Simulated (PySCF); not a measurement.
# LuH₃, singlet: molecular constants

All numbers come from PySCF, PBE0, basis Lu def2-TZVP with ECP28, H def2-TZVP (scalar-relativistic core potentials, no spin–orbit coupling, density fitting).

The structure is a saddle point with 1 imaginary mode.

```json
{
  "Point group": "D3h",
  "Bond lengths": "Lu–H 1.940 Å (×3)",
  "Bond angles": "H–Lu–H 120.0° (×3)",
  "Zero-point energy (real modes)": "34.1 kJ/mol",
  "Dipole moment": "0.00 D",
  "Highest occupied level": "-7.22 eV",
  "Principal quadrupole moments (Buckingham, traceless) about the centre of mass": "-7.54, -7.54, 15.09 D Å",
  "Principal polarisabilities": "37.3, 48.1, 48.1 bohr³",
  "Lowest empty level": "-2.05 eV",
  "Rotational constants": "2.963, 2.963, 1.481 cm⁻¹"
}
```

Harmonic modes (masses in u: Lu 174.941, H 1.008):
```tsv
symmetry	ω (cm⁻¹)	IR (km/mol, summed over degenerate members)	type
a2''	105i	–	bend
e'	577	217	bend
e'	1494	1326	stretch
a1'	1560	0.0	stretch
```

In D3h the vibrations span a2'' + 2e' + a1'. The a1' mode carries no infrared intensity, as symmetry demands.

Charges (e):
```csv
atom,Mulliken,Löwdin,polar tensor,Mayer order to Lu1
Lu1,0.71,0.59,1.51,–
"H2,3,4",-0.24,-0.20,-0.50,0.94
```

Mulliken populations on Lu1 (electrons outside its core potential): s 4.77, p 12.57, d 10.94, f 14.01.

Outer orbital energies (eV). occupied: -14.02, -13.92, -13.92, -13.78, -13.76, -8.65, -7.22, -7.22; empty: -2.05, -1.10, -1.10, -0.84.

Stability towards spin polarisation was not tested. Only a few start shapes were tried, so a lower isomer may exist.

The final relaxation and frequency run took roughly 90 core-seconds on a shared host.
